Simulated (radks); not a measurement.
Task: Species: Kr13+. Configuration: [Ne] 3p6 3d5 4s2 (not the ground configuration). All-electron calculation, Dirac Kohn-Sham, PBE, spin-unpolarised, spherical densities, point nucleus; open shells fill j = l - 1/2 first. Program: a radial shooting solver on a logarithmic mesh with Libxc functionals. Some entries of the table are withheld. Estimate them.

orbital  occ.  eigenvalue (eV)  <r^2> (bohr^2)  <r> (bohr)
1s1/2       2        -14588.84        0.002318     0.04148
2s1/2       2              (1)         0.03935      0.1826
2p1/2       2              (2)             (3)      0.1568
2p3/2       4              (4)             (5)      0.1607
3s1/2       0        -632.5848          0.2769         (6)
3p1/2       2        -569.8105          0.2719      0.4847
3p3/2       4        -559.9922          0.2802      0.4923
3d3/2       4        -454.8046          0.2470         (7)
3d5/2       1        -452.9278          0.2493         (8)
4s1/2       2        -268.3668           1.243       1.053
4p1/2       0        -245.7131           1.316       1.080
4p3/2       0        -243.0559           1.345       1.092
4d3/2       0        -206.8442           1.461       1.131
4d5/2       0        -206.3438           1.469       1.134
4f5/2       0              (9)           1.424       1.123
4f7/2       0             (10)           1.427       1.124

Result: 
(1) 2s1/2 eigenvalue (eV): -2291.178
(2) 2p1/2 eigenvalue (eV): -2113.575
(3) 2p1/2 <r^2> (bohr^2): 0.03013
(4) 2p3/2 eigenvalue (eV): -2059.435
(5) 2p3/2 <r^2> (bohr^2): 0.03153
(6) 3s1/2 <r> (bohr): 0.4926
(7) 3d3/2 <r> (bohr): 0.4578
(8) 3d5/2 <r> (bohr): 0.4600
(9) 4f5/2 eigenvalue (eV): -171.6019
(10) 4f7/2 eigenvalue (eV): -171.5139
